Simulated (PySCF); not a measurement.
F₄Ti, charge +1, doublet, geometry from GFN2-xTB (such geometries of metal compounds can be far from the true shape) (the multiplicity is a formal guess); PySCF with PBE0/STO-3G.

The PySCF input:
```python
from pyscf import gto, scf, dft

mol = gto.Mole()
mol.atom = '''
    Ti    0.00000000    0.00000000    0.00000000
    F     1.11216813    0.79984052   -1.03505710
    F     0.85175917   -1.07124651    1.03679470
    F    -1.12295623   -0.89058404   -0.94542868
    F    -0.84097107    1.16199002    0.94369108
'''
mol.basis = 'sto-3g'
mol.charge = 1
mol.spin = 1
mol.verbose = 3
mol.build()

mf = dft.UKS(mol)
mf.xc = 'pbe0'
mf.grids.prune = dft.gen_grid.sg1_prune
mf.kernel()
mf.analyze()
```

Output, abridged:

```
Traceback (most recent call last):
  File "input.py", line 20, in <module>
  File "<string>", line 2, in kernel
  File "site-packages/pyscf/scf/hf.py", line 2099, in scf
  File "site-packages/pyscf/scf/hf.py", line 132, in kernel
  File "site-packages/pyscf/dft/uks.py", line 42, in get_veff
  File "site-packages/pyscf/dft/uks.py", line 192, in initialize_grids
  File "site-packages/pyscf/dft/rks.py", line 506, in initialize_grids
  File "site-packages/pyscf/dft/gen_grid.py", line 653, in build
  File "<string>", line 6, in gen_atomic_grids
  File "site-packages/pyscf/dft/gen_grid.py", line 318, in gen_atomic_grids
  File "site-packages/pyscf/dft/gen_grid.py", line 81, in sg1_prune
IndexError: index 22 is out of bounds for axis 0 with size 19
```

The program stopped with an error.
